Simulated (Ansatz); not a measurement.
FH6NSSi2 (`N[Si](F)([SiH3])S`). Charge 0, multiplicity 1. The geometry is a stationary point of PBE0-D4/def2-TZVP. It is one conformer, not always the lowest.

```xyz
11

N     0.000    1.730   -0.220
Si    0.574    0.151   -0.457
F     2.174    0.019   -0.474
Si   -0.247   -1.227    1.243
S     0.055   -0.477   -2.428
H    -0.071    2.135    0.700
H     0.067    2.429   -0.943
H     0.453   -2.538    1.226
H    -1.702   -1.446    1.029
H    -0.057   -0.592    2.578
H    -1.245   -0.185   -2.254
```

**Question.** What is the dipole moment at B3LYP/def2-TZVPP? (Best estimate.)

**Answer.** Computed: 2.63 D, with components (-1.64, 1.83, 0.92) D in this frame, pointing from negative to positive charge.

**Question.** And with PBE, r2SCAN, ωB97M-V? (Best estimate.)

**Answer.** Ansatz gave: PBE 2.60 D, r2SCAN 2.66 D, ωB97M-V 2.63 D.

**Question.** Give the Mulliken charges with B3LYP, r2SCAN, PBE in def2-TZVPP. (Best estimate.)

**Answer.** Ansatz gave: 
```
atom  B3LYP  r2SCAN    PBE
  N1  -0.38   -0.44  -0.37
 Si2   0.64    0.66   0.54
  F3  -0.32   -0.31  -0.27
 Si4   0.10    0.12   0.04
  S5  -0.28   -0.28  -0.27
  H6   0.14    0.16   0.16
  H7   0.15    0.17   0.16
  H8  -0.05   -0.05  -0.03
  H9  -0.06   -0.06  -0.04
 H10  -0.06   -0.07  -0.05
 H11   0.11    0.11   0.12
```

B3LYP here is the variant with VWN-RPA as its local correlation; programs differ in this.
